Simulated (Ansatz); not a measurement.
Several settings on one geometry of `O=P(O)(O)CCCCc1ccc(-c2ccc(-c3cccs3)s2)s1` (that of the charge 0 singlet, r2SCAN-D4/def2-SVP). Ansatz on 2 threads of AMD EPYC 7R13 on a shared host and a share (18 GiB) of an NVIDIA H100 80GB HBM3; times are rough.

| atom | x (Å) | y (Å) | z (Å) |
| --- | --- | --- | --- |
| O1 | -6.5564 | 0.7617 | -3.1493 |
| P2 | -5.8648 | 0.2993 | -1.9150 |
| O3 | -6.6274 | 0.6943 | -0.5280 |
| O4 | -5.7124 | -1.3269 | -1.8462 |
| C5 | -4.1964 | 0.8997 | -1.5934 |
| C6 | -3.6538 | 0.7430 | -0.1688 |
| C7 | -3.5057 | -0.6996 | 0.3075 |
| C8 | -2.8579 | -0.7986 | 1.6974 |
| C9 | -1.4861 | -0.2068 | 1.7805 |
| C10 | -1.0416 | 0.8517 | 2.5461 |
| C11 | 0.3297 | 1.1608 | 2.3562 |
| C12 | 0.9504 | 0.3412 | 1.4255 |
| C13 | 2.3220 | 0.3780 | 0.9790 |
| C14 | 3.2371 | 1.4170 | 1.1005 |
| C15 | 4.5044 | 1.1173 | 0.5560 |
| C16 | 4.5846 | -0.1562 | 0.0057 |
| C17 | 5.7201 | -0.7837 | -0.6284 |
| C18 | 7.0575 | -0.4190 | -0.5436 |
| C19 | 7.9125 | -1.2516 | -1.3109 |
| C20 | 7.2334 | -2.2516 | -1.9715 |
| S21 | 5.5380 | -2.1702 | -1.6728 |
| S22 | 3.0652 | -0.9919 | 0.1950 |
| S23 | -0.1915 | -0.8181 | 0.7897 |
| H24 | -7.5666 | 0.8569 | -0.7055 |
| H25 | -6.2452 | -1.7187 | -2.5558 |
| H26 | -3.5452 | 0.3961 | -2.3299 |
| H27 | -4.2264 | 1.9655 | -1.8793 |
| H28 | -4.3102 | 1.2942 | 0.5277 |
| H29 | -2.6683 | 1.2393 | -0.1288 |
| H30 | -2.9015 | -1.2718 | -0.4217 |
| H31 | -4.4890 | -1.1964 | 0.3402 |
| H32 | -2.8319 | -1.8601 | 2.0035 |
| H33 | -3.4887 | -0.2772 | 2.4384 |
| H34 | -1.6971 | 1.3845 | 3.2395 |
| H35 | 0.8625 | 1.9448 | 2.8979 |
| H36 | 2.9756 | 2.3803 | 1.5435 |
| H37 | 5.3381 | 1.8219 | 0.5282 |
| H38 | 7.4029 | 0.4118 | 0.0756 |
| H39 | 8.9962 | -1.1280 | -1.3665 |
| H40 | 7.6338 | -3.0330 | -2.6180 |

Totals from different functionals, basis sets or treatments of relativity can't be compared as stabilities.

DK, ANO-RCC and x2c sets are all-electron and run with scalar relativity unless a key says otherwise.

The spins typed aren't always the lowest for that charge.

(1) Give the basis size and estimate the energy, ⟨S²⟩, dipole and time of these runs.

| run | method | charge | state | further keys |
| --- | --- | --- | --- | --- |
| 1 | RKS PBE-D4/pcseg-2 | 0 | singlet | fitting: {mean_field: def2-universal-jkfit}; forces asked |
| 2 | RKS rPW86-PBE/pcseg-2 | 0 | singlet | fitting: {mean_field: def2-universal-jkfit}; nuclear_model: gaussian; scf: {omitted_lower_state_checks: [starts]}; forces asked |
| 3 | UKS PBE0-D3(BJ)/ANO-RCC-VTZP | 0 | triplet | fitting: {mean_field: def2-universal-jkfit}; point_charges: [{charge: 1.00, position_ang: [11.522, 0.784, 0.096]}]; scf: {omitted_lower_state_checks: [starts]} |

Answers

(1) 
```json
{"run": "1", "functions": "944", "energy (Eh)": "-2380.4241", "⟨S²⟩": "–", "dipole (D)": "1.96", "wall time": "9.5 s"}
{"run": "2", "functions": "944", "energy (Eh)": "-2385.2811", "⟨S²⟩": "–", "dipole (D)": "1.97", "wall time": "16 s"}
{"run": "3", "functions": "944", "energy (Eh)": "-2385.0244", "⟨S²⟩": "2.03", "dipole (D)": "–", "wall time": "50 s"}
```
